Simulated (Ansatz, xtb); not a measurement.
**GeH7PSi: which of two isomers lies lower**

Structure a is `[SiH3][GeH2][PH2]`, a singlet and structure b is `P[SiH2][GeH3]`, a singlet. Both are isolated molecules in the gas phase, relaxed with B3LYP/6-31G*; the shapes shown needn't be the lowest conformers.

a (Å):

```yaml
atoms:
  - { symbol: Ge, position_ang: [1.2572, -0.4729, -0.0530] }
  - { symbol: P, position_ang: [-0.4100, -1.8397, 0.9050] }
  - { symbol: Si, position_ang: [0.4871, 1.6438, -0.8899] }
  - { symbol: H, position_ang: [1.6073, 2.4384, -1.4661] }
  - { symbol: H, position_ang: [-0.1344, 2.4283, 0.2120] }
  - { symbol: H, position_ang: [-0.5363, 1.4276, -1.9490] }
  - { symbol: H, position_ang: [2.3398, -0.2682, 1.0385] }
  - { symbol: H, position_ang: [1.9104, -1.3045, -1.1875] }
  - { symbol: H, position_ang: [-0.9839, -0.7953, 1.6885] }
  - { symbol: H, position_ang: [-1.3388, -1.6595, -0.1622] }
```

b (Å):

```xyz
10

Ge   -0.5629   -1.1146   -0.0406
P     1.2991    2.3204   -0.7330
Si    1.4320    0.2103    0.1351
H     0.6949    1.9276   -1.9629
H     0.0539    2.6455   -0.1200
H     1.8162    0.3548    1.5674
H     2.5553   -0.4752   -0.5635
H    -0.3753   -2.5229    0.5763
H    -1.7391   -0.4232    0.6907
H    -0.9677   -1.2908   -1.5243
```

Question: Which of the two would you expect CCSD(T)/def2-TZVP electronic energies to favour?

Answer: Too close to call at this level: CCSD(T)/def2-TZVP gives E(b) − E(a) = +7.60 kJ/mol.

The same difference at several levels:

```tsv
level	geometry	E(b) − E(a) (kJ/mol)	departure from the last row (kJ/mol)	job, with rough time for the two
GFN2-xTB	GFN2-xTB	+39.11	+31.51	optimisation, 0.16 s
HF/STO-3G	GFN2-xTB	+0.27	−7.33	single point, 0.34 s
r2SCAN-D4/def2-SVP	GFN2-xTB	+5.83	−1.77	single point, 2.4 s
B3LYP/6-31G*	B3LYP/6-31G*	+8.89	+1.30	optimisation, 23 s
HF/def2-TZVP	B3LYP/6-31G*	+7.60	0.00	part of the CCSD(T) run
MP2/def2-TZVP	B3LYP/6-31G*	+8.41	+0.81	part of the CCSD(T) run
CCSD(T)/def2-TZVP	B3LYP/6-31G*	+7.60		single point, 34 s
```

As drawn, b has 1 P–Si, 1 Ge–H in place of 1 Ge–P, 1 Si–H.

HF/STO-3G finds them nearly level. The largest departure from CCSD(T)/def2-TZVP is that of GFN2-xTB, 31.51 kJ/mol.

With harmonic frequencies from B3LYP/6-31G* (ideal gas, rigid rotor, one conformer each, 298.15 K, 1 atm): the zero-point term adds −0.40 kJ/mol; ΔH is +6.88 and ΔG +7.38 kJ/mol.

The correlated steps freeze 19 core orbitals; the filled d shell of Ge is correlated, in a basis made for valence electrons. Codes used: Ansatz 0.2.0, xtb 6.7.1; the last row on 2 threads of Intel(R) Xeon(R) 6975P-C (Granite Rapids) on a shared host.
